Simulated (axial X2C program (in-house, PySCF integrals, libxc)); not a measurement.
**Density and ELF of CoB⁺**

Calculated with an axial X2C code built on PySCF integrals. Spin-free means the one-electron spin-free X2C Hamiltonian. Basis: Co dyall-cv3z [9s10p6d3f2g], B dyall-v3z [7s6p2d1f] (cores contracted in-house); Gaussian nuclei, density fitting, unrestricted open shells. Masses: Co 58.933 u, B 11.009 u.

PBE0, scalar-relativistic, state M_S = 3/2, Λ = 2 (beyond evenly filled blocks: 2 × σα, δ+α, δ+β, δ-α); Co at z = 0, B at z = 1.910 Å.

The maps cover the half plane through the axis: z from -2.4 to 4.2 Å along the bond, ρ from 0.15 to 2.25 Å away from it (steps of 0.3 Å, the bottom row nearest the axis).

log10 of the density in e/bohr³:

digits 0 to 9 span -5.35 to 1.37 evenly
```
00111222222222222211100
01122233333333333222110
01223334444444433332211
11233444444444444433221
12234455555555555443322
12234566666656555554332
12334567876666666554432
12334578987666876654432
```

Electron localisation function (collinear form, no current term, damped to 0 at low density):

digits 0 to 9 span 0.00 to 1.00 evenly
```
00000000000000000000000
00000000001110000000000
00000000012332112442000
00000000012455446887300
00000011112577679999820
00000123222488679999960
00000037773387009999981
00000047573281986999992
```

Axial spin density in 10⁻³ e/bohr³:

digits 0 to 9 span -15.05 to 15.05 evenly, values beyond are clipped
```
55555555555554455555555
55555555555554455555555
55555555555554455555555
55555556665544455555555
55555568986544456665555
55555579997643389976555
55555799999863299997555
55556999999999999997555
```

Occupations by symmetry block were frozen at the best pattern of an incomplete PBE0 search. PBE0 can misorder states that lie within some tenths of an eV, so this need not be the ground state of the molecule. The nearest other spin-free determinant of the search, M_S = 3/2, Λ = 0, lies 0.37 eV up at the distance of the search. The functionals have no current-density term, which raises determinants with orbital currents, atoms included.
